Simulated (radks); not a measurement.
Sn12+, 38 electrons, occupied as [Kr] 4d2 (the NIST ground configuration).

All-electron calculation, scalar-relativistic Kohn-Sham, PBEsol, spin-polarised, spherical densities, finite nucleus; open shells are filled with parallel spins first (spin-orbit coupling, left out, can overturn this in heavy ions); Fermi nuclear charge, rms radius 4.6519 fm. Program: a radial shooting solver on a logarithmic mesh with Libxc functionals.

Energy parts (hartree):
| part | energy |
|---|---|
| total | -6126.42858 |
| kinetic | 6398.42699 |
| electron-nucleus | -14458.78060 |
| Hartree | 2086.92532 |
| exchange-correlation | -153.00029 |

Orbitals (lengths in bohr, moments of r in powers of bohr; r(90%) holds 90 % of the orbital's charge):
| orbital | occ. | eigenvalue (hartree) | <r^2> | <r> | r(90%) |
|---|---|---|---|---|---|
| 1s up | 1 | -1075.155 | 0.001144 | 0.02907 | 0.0522 |
| 1s down | 1 | -1075.154 | 0.001144 | 0.02907 | 0.0522 |
| 2s up | 1 | -170.4818 | 0.01858 | 0.1255 | 0.194 |
| 2s down | 1 | -170.4522 | 0.01857 | 0.1255 | 0.194 |
| 2p up | 3 | -154.0586 | 0.01466 | 0.1096 | 0.178 |
| 2p down | 3 | -154.0356 | 0.01466 | 0.1096 | 0.178 |
| 3s up | 1 | -40.32400 | 0.1309 | 0.3385 | 0.498 |
| 3s down | 1 | -40.30733 | 0.1308 | 0.3384 | 0.497 |
| 3p up | 3 | -34.95847 | 0.1313 | 0.3364 | 0.505 |
| 3p down | 3 | -34.93975 | 0.1312 | 0.3363 | 0.505 |
| 3d up | 5 | -26.73356 | 0.1156 | 0.3124 | 0.492 |
| 3d down | 5 | -26.70631 | 0.1155 | 0.3123 | 0.491 |
| 4s up | 1 | -13.43539 | 0.6674 | 0.7708 | 1.10 |
| 4s down | 1 | -13.32640 | 0.6668 | 0.7703 | 1.10 |
| 4p up | 3 | -11.67881 | 0.7400 | 0.8094 | 1.17 |
| 4p down | 3 | -11.56882 | 0.7401 | 0.8093 | 1.17 |
| 4d up | 2 | -9.02509 | 0.8773 | 0.8760 | 1.29 |
| 4d down | 0 | -8.91625 | 0.8799 | 0.8770 | 1.29 |

The highest occupied level is 4d up at -245.59 eV. The spin density at the nucleus is -3.303 e/bohr^3 (1s -0.152, 2s -1.722, 3s -0.016, 4s -1.412).
